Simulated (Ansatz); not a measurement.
Gas-phase electronic energies from Ansatz, PBE0-D4/def2-TZVP geometries. CCSD(T)/CBS is the MP2 limit (def2-TZVPP, def2-QZVPP) plus CCSD(T) − MP2 in def2-TZVPP, frozen cores. This one scheme is used for every species. Functionals use def2-TZVPP. HSE06 is defined as in plane-wave codes. Triplets are unrestricted, without spin–orbit coupling. One conformer a species, not always the lowest.

Consider the formal loss of a carbene: `CCC(C)OC(C)(C)C` → `CC(C)OC(C)(C)C` + `[CH2]` (triplet).

`CCC(C)OC(C)(C)C`:

Cartesian coordinates in Å:
```
C -1.649 2.049 -0.830
C -1.624 0.684 -1.490
C -0.426 -0.172 -1.108
C -0.434 -1.482 -1.877
O -0.491 -0.417 0.287
C 0.697 -0.315 1.072
C 1.193 1.126 1.131
C 1.802 -1.232 0.558
C 0.255 -0.764 2.454
H -0.759 2.632 -1.086
H -1.685 1.953 0.256
H -2.523 2.623 -1.146
H -2.530 0.126 -1.226
H -1.631 0.794 -2.579
H 0.489 0.385 -1.350
H -0.426 -1.297 -2.955
H -1.336 -2.047 -1.633
H 0.430 -2.099 -1.632
H 1.496 1.493 0.148
H 2.061 1.199 1.790
H 0.411 1.782 1.516
H 2.141 -0.938 -0.437
H 1.455 -2.266 0.518
H 2.664 -1.186 1.227
H 1.084 -0.711 3.163
H -0.111 -1.792 2.417
H -0.554 -0.126 2.814
```

`CC(C)OC(C)(C)C`:

```xyz
24

C     0.439    2.061   -1.317
C     0.786    1.062   -0.230
C     1.577    1.699    0.897
O    -0.417    0.529    0.301
C    -0.648   -0.873    0.190
C     0.418   -1.666    0.938
C    -2.000   -1.074    0.852
C    -0.717   -1.304   -1.271
H    -0.110    1.577   -2.127
H    -0.192    2.853   -0.905
H     1.340    2.518   -1.732
H     1.389    0.260   -0.671
H     0.980    2.480    1.374
H     2.500    2.149    0.523
H     1.835    0.958    1.656
H     0.188   -2.734    0.909
H     0.458   -1.351    1.983
H     1.409   -1.532    0.498
H    -2.291   -2.127    0.829
H    -2.763   -0.488    0.335
H    -1.962   -0.744    1.892
H     0.236   -1.158   -1.784
H    -0.970   -2.364   -1.343
H    -1.484   -0.731   -1.797
```

`[CH2]` (triplet):

Cartesian coordinates in Å:
```
C 0.255 -0.015 -0.105
H -0.274 0.869 -0.427
H 0.019 -0.854 0.531
```

```tsv
level	ΔE (kJ/mol)	difference from CCSD(T)/CBS
PBE-D4	440.2	3.8
r2SCAN0-D4	408.7	-27.7
HSE06-D4	432.5	-3.9
B2PLYP	422.7	-13.7
PBE	431.0	-5.4
r2SCAN0	405.3	-31.1
CAM-B3LYP	423.8	-12.6
HF/def2-TZVPP	282.6	-153.8
CCSD/def2-TZVPP	413.6	-22.8
HF/CBS(def2)	282.6	-153.8
CCSD(T)/CBS	436.4	0
```

Largest T1 diagnostic among the species: 0.011.

From r2SCAN to r2SCAN0 (25 % exact exchange), in def2-TZVPP and without D4, ΔE moves by −3.6 kJ/mol. Leaving LDA and LC-ωPBE aside and taking each functional with its dispersion term where it has one, the values, not all of them listed here, spread over 37.8 kJ/mol, from r2SCAN0-D4 to ωB97X-V. LDA lies +79.6 kJ/mol from PBE without D4.
